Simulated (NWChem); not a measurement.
System: MgH₂SO; SMILES [OH][Mg][SH]

NWChem input:

```
start job
memory heap 200 mb stack 900 mb global 1100 mb
geometry units angstroms noautoz
  Mg     0.004309    -0.590693    -0.102728
  O     -0.193047    -2.374728    -0.185067
  H     -0.057746    -3.058820     0.477535
  S      0.249262     1.702314    -0.089860
  H     -1.031303     1.912881     0.298271
end
basis spherical
  * library aug-cc-pvdz
end
dft
  xc hfexch
  iterations 150
end
tddft
  cis
  nroots 8
  notriplet
end
task tddft energy
```

Coordinates come from a B3LYP/6-31G* (spherical d) optimisation.

Vertical excitations in the gas phase.

Give the results of this calculation. (Hartree-Fock/aug-cc-pVDZ, CIS.) Quantities: lowest excitation, singlet (eV); oscillator strength of that lowest state; lowest state with f > 0.02, singlet (eV); oscillator strength of that bright state; orbital gap (eV).


- lowest excitation, singlet (eV) = 5.37
- oscillator strength of that lowest state = 0.077
- lowest state with f > 0.02, singlet (eV) = 5.37
- oscillator strength of that bright state = 0.077
- orbital gap (eV) = 10.08
